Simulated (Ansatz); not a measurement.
`[GeH3][SeH]` + `[CH3][GeH2][GeH3]` → `[CH3][GeH2][SeH]` + `[GeH3][GeH3]`  (redistribution)

Isolated molecules relaxed with PBE0-D4/def2-TZVP in Ansatz; ΔE leaves out vibrations. CCSD(T)/CBS is the MP2 limit (def2-TZVPP, def2-QZVPP) plus CCSD(T) − MP2 in def2-TZVPP, frozen cores. DFT in def2-TZVPP. For Ge, Se outer-core shells are correlated without core-valence functions, which leaves a few kJ/mol of doubt a bond. Scalar relativity is left out up to krypton. Each species was taken in one conformer, which may not be the lowest.

```json
{"level": "r2SCAN-D4", "ΔE (eV)": "-0.08"}
{"level": "CAM-B3LYP", "ΔE (eV)": "-0.08"}
```

What does CCSD(T)/CBS give? (An estimate is asked.)

Ansatz gave: -0.08 eV. The listed levels differ from it by 0.00, 0.00 eV.

Largest T1 diagnostic among the species: 0.012.

Leaving LDA and LC-ωPBE aside and taking each functional with its dispersion term where it has one, the values, not all of them listed here, spread over 0.01 eV, from r2SCAN0-D4 to revPBE-D4.
